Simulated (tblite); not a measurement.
A tight-binding relaxation on `CN[C@@H]([GeH2][SiH3])C1CC1`.

Computed with GFN2-xTB geometry optimisation, gas phase (tblite 0.8.0). Start geometry: from a force field or distance geometry. A driver script takes a list of jobs; this job's settings line and coordinates (Å) are shown.

Command:
```bash
OMP_NUM_THREADS=1 python probes_run.py task.json out
```

Input:
```
{"job": {"kind": "relax", "xc": "GFN2-xTB", "basis": "xTB"}, "charge": 0, "multiplicity": 1}
C     -1.078100     1.758100     1.623400
N      0.047800     1.455100     0.746100
C     -0.302200     0.480900    -0.289400
Ge     1.128300     0.415400    -1.624000
Si     3.098900    -0.226700    -0.575600
C     -0.492500    -0.922800     0.304700
C     -1.917900    -1.340200     0.610500
C     -1.195000    -1.918300    -0.587900
H     -1.350500     0.875200     2.242300
H     -1.971300     2.090700     1.034700
H     -0.809800     2.579000     2.317500
H      0.319600     2.344600     0.290500
H     -1.230300     0.823900    -0.823400
H      1.316000     1.806300    -2.258900
H      0.766600    -0.611800    -2.715900
H      3.421600     0.743400     0.488100
H      2.931600    -1.557100     0.011700
H      4.183700    -0.262900    -1.574700
H      0.297700    -1.352800     0.968400
H     -2.010900    -2.049900     1.470000
H     -2.717200    -0.605000     0.361100
H     -0.875500    -2.973200    -0.457500
H     -1.565300    -1.525000    -1.551800
```

Output:
```
step      E/eV     max force
  0    -676.96812    1.377
  1    -677.11900    0.999
  2    -677.26543    0.607
  3    -677.29044    0.430
  4    -677.34423    0.402
  5    -677.35688    0.279
  6    -677.37235    0.241
  7    -677.38018    0.185
  8    -677.38590    0.144
  9    -677.38952    0.155
... (55 lines left out)
 65    -677.42048    0.019
 66    -677.42053    0.016
 67    -677.42056    0.013
 68    -677.42059    0.011
 69    -677.42062    0.014
 70    -677.42066    0.017
 71    -677.42071    0.016
 72    -677.42075    0.013
 73    -677.42078    0.012
 74    -677.42080    0.009
```

«max force» is the largest atomic force in eV/Å.

From which step on does the largest force stay under 0.1 eV/Å, and how much energy is left to gain from there?

From step 14 (0.089 eV/Å), 15.8 meV above the end.

Summary of the converged run: energy lowered by 10.4 kcal/mol over 74 steps; largest atomic force 0.009 eV/Å at the end.

Give the final coordinates.

0.130 Å rms from the input after alignment:
```
atom  x, y, z in Å
C1    -1.0243    1.7329    1.6500
N2     0.0074    1.4708    0.6635
C3    -0.3745    0.4970   -0.3517
Ge4    1.1863    0.4077   -1.6054
Si5    3.1721   -0.2355   -0.5548
C6    -0.5999   -0.8547    0.2779
C7    -1.9822   -1.3414    0.5943
C8    -1.2121   -1.9508   -0.5378
H9    -1.2024    0.8272    2.2273
H10   -1.9785    2.0486    1.2011
H11   -0.6778    2.5147    2.3247
H12    0.2286    2.3463    0.1925
H13   -1.2985    0.7953   -0.8797
H14    1.2649    1.7823   -2.2528
H15    0.7800   -0.4414   -2.7942
H16    3.5028    0.6849    0.5310
H17    3.0434   -1.5869   -0.0065
H18    4.2853   -0.2438   -1.5059
H19    0.1905   -1.1271    0.9684
H20   -2.1364   -1.9298    1.4870
H21   -2.8167   -0.6999    0.3506
H22   -0.8393   -2.9576   -0.4246
H23   -1.5233   -1.7117   -1.5449
```

Time: 0.61 s of wall time. Hardware: one thread of an Arm Neoverse V2 (shared host).
Labels such as C1 count atoms from 1, the log's own numbers from 0.
